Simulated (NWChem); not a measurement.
System: C₂H₅FOSi; SMILES [SiH2](CF)C=O

```xyz
10

O     -0.5031    -2.4659    -0.2422
C     -0.5974    -1.3471     0.1962
Si     0.8561    -0.0726     0.1690
C      0.1697     1.5604    -0.5304
F     -0.9176     1.9309     0.2397
H     -1.5695    -0.9970     0.6469
H      1.2991     0.1585     1.5769
H      1.9786    -0.5864    -0.6664
H     -0.1546     1.4453    -1.5801
H      0.9231     2.3676    -0.5079
```
Atoms are numbered in this order, from 1.

Results from NWChem. Pople sets run with spherical d functions. All runs use the structure optimised with PBE0/def2-SVP. Atomic charges in e: unrestrained fits to the electrostatic potential beside Mulliken populations; buried atoms are poorly determined by the fit.

For level B3LYP/def2-SVP:

| Property | Result |
|---|---|
| Mulliken O1 | -0.20 |
| ESP Si3 | 0.25 |
| Mulliken Si3 | 0.42 |
| Mulliken C4 | 0.07 |
| Mulliken F5 | -0.28 |

Task: Estimate the same quantities for level Hartree-Fock/6-31G*.

Result: 
| Item | Value |
|---|---|
| Mulliken O1 | -0.46 |
| ESP Si3 | 0.41 |
| Mulliken Si3 | 0.76 |
| Mulliken C4 | -0.15 |
| Mulliken F5 | -0.45 |
